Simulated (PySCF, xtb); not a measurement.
Cl2Re, SMILES [Re]([Cl])[Cl] (connectivity only; charge and spin as stated), neutral, multiplicity 6.

Harmonic wavenumbers (cm⁻¹) from xtb with GFN2-xTB at its own minimum, in rising order: 83, 83, 405, 426.

### Question
What does PBE-D3(BJ)/def2-TZVP (PySCF 2.14.0) give at its own minimum? (Estimate from the structure and the level; the computed values follow.)

### Answer
52, 52, 361, 379. Paired by order, the mean absolute difference is 38 cm⁻¹ and the zero-point energies are 1.4 and 1.2 kcal/mol.
